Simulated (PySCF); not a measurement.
Al2H4, SMILES [AlH2-][AlH2], charge -1, multiplicity 2. Atoms are numbered in the order given.

```xyz
6

Al     0.0000     0.0000    -1.2286
Al     0.0000     0.0000     1.2286
H      0.0000     1.3317    -2.1599
H      0.0000    -1.3317    -2.1599
H      0.0000     1.3317     2.1599
H      0.0000    -1.3317     2.1599
```
Charge -1, spin multiplicity 2.

Coordinates come from a ωB97X-D3(BJ)/def2-TZVPD optimisation.

Two levels are set side by side: PBE/pcH-1 (PySCF) and PBE0/pcH-1 (PySCF). Contact hyperfine couplings, same geometry. Differences are taken from unrounded values.

```csv
quantity,PBE
"A(iso) of 27Al, atom Al1 (MHz)",5.7
"A(iso) of 27Al, atom Al2 (MHz)",5.7
"A(iso) of 1H, atom H3 (MHz)",-24.8
"A(iso) of 1H, atom H4 (MHz)",-24.8
"A(iso) of 1H, atom H5 (MHz)",-24.8
"A(iso) of 1H, atom H6 (MHz)",-24.8
```

**Question.** These are the PBE values. What does PBE0 give? (The exact figures need the calculation; the answer reports its results.)

**Answer.** 
```json
[
 {"quantity": "A(iso) of 27Al, atom Al1 (MHz)", "PBE0": "2.3", "PBE minus PBE0": "3.4"},
 {"quantity": "A(iso) of 27Al, atom Al2 (MHz)", "PBE0": "2.3", "PBE minus PBE0": "3.4"},
 {"quantity": "A(iso) of 1H, atom H3 (MHz)", "PBE0": "-25.7", "PBE minus PBE0": "0.9"},
 {"quantity": "A(iso) of 1H, atom H4 (MHz)", "PBE0": "-25.7", "PBE minus PBE0": "0.9"},
 {"quantity": "A(iso) of 1H, atom H5 (MHz)", "PBE0": "-25.7", "PBE minus PBE0": "0.9"},
 {"quantity": "A(iso) of 1H, atom H6 (MHz)", "PBE0": "-25.7", "PBE minus PBE0": "0.9"}
]
```

Rough cost on one machine, each run with all the roots and properties that it gave: PBE0 against PBE within a factor of 2.
